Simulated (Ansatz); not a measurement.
C2H3ClFGa, SMILES `F[C]1(Cl)[CH2][GaH]1`, relaxed with RKS PBE-D4/def2-SVP in Ansatz 0.2.0 from a rough embedded geometry. The force threshold is 0.03 eV/Å; the program also tests the step.

Charge 0, multiplicity 1.

Start:

```xyz
8

F    -1.622    0.545    0.539
C    -0.253    0.405    0.285
Cl    0.401    1.997   -0.075
C     0.025   -0.469   -0.898
Ga   -0.206   -1.024    1.077
H    -0.358   -0.120   -1.843
H     1.107   -0.711   -0.958
H     0.905   -0.624    1.872
```

```
step  energy (eV)  largest force (eV/Å)  largest move (Å)
   1  -69701.6935                10.740             0.000
   2  -69703.5890                 4.880             0.195
   3  -69704.4986                 1.878             0.195
   4  -69704.9328                 0.862             0.198
   5  -69705.1330                 0.659             0.200
   6  -69705.2534                 0.554             0.195
   7  -69705.2844                 0.355             0.082
   8  -69705.3078                 0.329             0.077
   9  -69705.3478                 0.532             0.182
  10  -69705.4389                 0.710             0.195
  11  -69705.5355                 0.888             0.200
  12  -69705.5765                 0.777             0.111
  13  -69705.6593                 0.366             0.131
  14  -69705.6801                 0.400             0.088
  15  -69705.6948                 0.237             0.060
  16  -69705.7045                 0.115             0.074
  17  -69705.7088                 0.066             0.033
  18  -69705.7123                 0.097             0.058
  19  -69705.7136                 0.092             0.032
  20  -69705.7147                 0.038             0.042
  21  -69705.7148                 0.026             0.007
```

End:

```xyz
8

F    -1.721    1.188   -0.336
C    -0.551    0.634    0.049
Cl    0.710    1.969    0.401
C     0.127   -0.410   -0.832
Ga    0.339   -0.739    1.130
H    -0.631   -1.128   -1.215
H     0.848   -0.105   -1.617
H     0.879   -1.410    2.420
```

Hardware: 4 threads of an Intel Xeon Platinum 8488C on a shared host. Wall time 15 s, peak host memory 0.19 GiB.
